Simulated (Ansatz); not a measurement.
Cost and result for the atomization energy of ClH7N2OSi2, SMILES `N[Si@@H](O)[Si@@H](N)Cl` (13 atoms, 12 bonds).

```xyz
13

N    -1.660   -0.699    0.300
Si   -0.511   -0.411   -0.940
O    -0.906    0.700   -2.098
Si    1.383    0.471    0.114
N     0.976    0.640    1.767
Cl    2.970   -0.835   -0.252
H    -2.374   -1.403    0.209
H    -1.935    0.034    0.934
H    -0.305   -1.743   -1.571
H    -1.592    0.471   -2.727
H     1.868    1.787   -0.362
H     0.487   -0.118    2.219
H     1.600    1.105    2.407
```

Charge 0, multiplicity 1. The structure was optimised at the PBE0-D4/def2-TZVP level. It is one conformer, not always the lowest. Program: Ansatz. All runs use 2 threads of an AMD EPYC 7R13 on a shared host and a share of an NVIDIA H100 80 GB. Times are those of one run each, without the atoms' runs, and a repeat can differ threefold. Electronic energies, without spin–orbit coupling; frozen cores. CCSD(T)/CBS adds CCSD(T) − MP2 in def2-TZVPP to the MP2 limit, and its time is that of the two runs behind it. T1 = 0.011. B3LYP takes the VWN-RPA correlation (the form of Gaussian; ORCA's B3LYP/G).

CCSD(T)/CBS is a level of theory with its own doubt, some kJ/mol a heavy atom from the limit and from the frozen cores, so smaller differences don't rank the functionals.

| level | functions | wall time |
| --- | --- | --- |
| ωB97X-V/def2-TZVPP | 317 | 3.9 s |
| PBE0-D4/def2-TZVPP | 317 | 4.5 s |
| B3LYP-D4/def2-TZVPP (with forces) | 317 | 4.9 s |
| PBE-D4/def2-TZVPP (with forces) | 317 | 5.5 s |
| r2SCAN-D4/def2-TZVPP (with forces) | 317 | 6.5 s |
| B2PLYP/def2-TZVPP | 317 | 6.5 s |
| ωB97M-V/def2-TZVPP (with forces) | 317 | 8 s |
| CCSD(T)/def2-TZVPP | 317 | 8.5 s |
| MP2/def2-QZVPP | 591 | 8.5 s |
| CCSD(T)/CBS(def2) | – | 17 s |

Problem. What atomization energy does each give, and how far from CCSD(T)/CBS? (Best estimate.)

Solution. The calculation gave: 
| level | atomization (kcal/mol) | difference from CCSD(T)/CBS | per bond |
| --- | --- | --- | --- |
| ωB97X-V/def2-TZVPP | 1091.3 | 4.2 | 0.4 |
| PBE0-D4/def2-TZVPP | 1075.8 | -11.3 | -0.9 |
| B3LYP-D4/def2-TZVPP (with forces) | 1083.2 | -3.9 | -0.3 |
| PBE-D4/def2-TZVPP (with forces) | 1096.3 | 9.2 | 0.8 |
| r2SCAN-D4/def2-TZVPP (with forces) | 1080.1 | -7.0 | -0.6 |
| B2PLYP/def2-TZVPP | 1068.5 | -18.6 | -1.5 |
| ωB97M-V/def2-TZVPP (with forces) | 1089.1 | 2.0 | 0.2 |
| CCSD(T)/def2-TZVPP | 1048.1 | -39.0 | -3.2 |
| MP2/def2-QZVPP | 1089.1 | 2.0 | 0.2 |
| CCSD(T)/CBS(def2) | 1087.1 | 0.0 | 0.0 |

In def2-TZVPP, CCSD(T) changes the Hartree–Fock value by +293.8 kcal/mol (the triples alone add +16.7 kcal/mol) and MP2 by +311.5 kcal/mol; breaking electron pairs costs correlation energy, which Hartree–Fock lacks. From PBE to PBE0 (25 % exact exchange), in def2-TZVPP and without D4, the atomization energy moves by −19.3 kcal/mol: exact exchange takes away binding that semilocal exchange gives to molecules. The D4 term adds +13.3 kcal/mol with B3LYP and +7.1 kcal/mol with PBE0; it sums over pairs of atoms, weighted by their polarisabilities, and B3LYP, whose exchange is more repulsive, gets the larger term.
